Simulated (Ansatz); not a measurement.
InHCl (SMILES [Cl][InH]): methods side by side

InHCl: 3 atoms, total charge 0, spin state doublet. SMILES: `[Cl][InH]`. The shape is that of a PBE0-D4/def2-TZVP optimisation.

```xyz
3

Cl   -1.6498    0.3968   -0.8674
In    0.4095    0.5424    0.2861
H     1.2294   -1.0039    0.5681
```

Each level gives the energy change with the In2–H3 bond stretched from 1.773 to 4.432 Å (eV). The values are calculated.

| level | kind | program | value (eV) | less FCI/STO-3G | CPU time (all runs) |
| --- | --- | --- | --- | --- | --- |
| USVWN5/STO-3G | LDA | Ansatz | 3.26 | +1.03 | 3.8 s |
| U-revPBE/STO-3G | GGA | Ansatz | 2.86 | +0.63 | 5.8 s |
| U-r2SCAN/STO-3G | meta-GGA | Ansatz | 3.01 | +0.78 | 17 s |
| UPBE0/STO-3G | global hybrid | Ansatz | 2.79 | +0.56 | 6.8 s |
| UCAM-B3LYP/STO-3G | range-separated hybrid | Ansatz | 2.95 | +0.72 | 9.3 s |
| RPA@PBE/STO-3G | RPA | Ansatz | 2.09 | -0.14 | 8.9 s |
| UMP2/STO-3G | perturbation theory | Ansatz | 2.29 | +0.06 | 1.9 s |
| UCCSD(T)/STO-3G | coupled cluster or CI | Ansatz | 2.23 | 0.00 | 2.6 s |
| FCI/STO-3G | exact in the basis | Ansatz | 2.23 | 0.00 | 4.3 s |

FCI/STO-3G is exact within its basis and frozen core, so for wave-function methods in that basis the difference is their error; functionals converge differently with the basis, so for them it is only a difference. All-electron rows without a relativistic Hamiltonian named are non-relativistic. The first shape isn't each level's own minimum. The values span 2.09 to 3.26 eV. All rows use very small basis sets, so even the best lies far from the true value. In the correlated wave-function rows the outer d shell of In is correlated, in sets not made for it. Times are those of the runs behind each value, whatever else they computed, on shared processors of several kinds: orders of magnitude only.
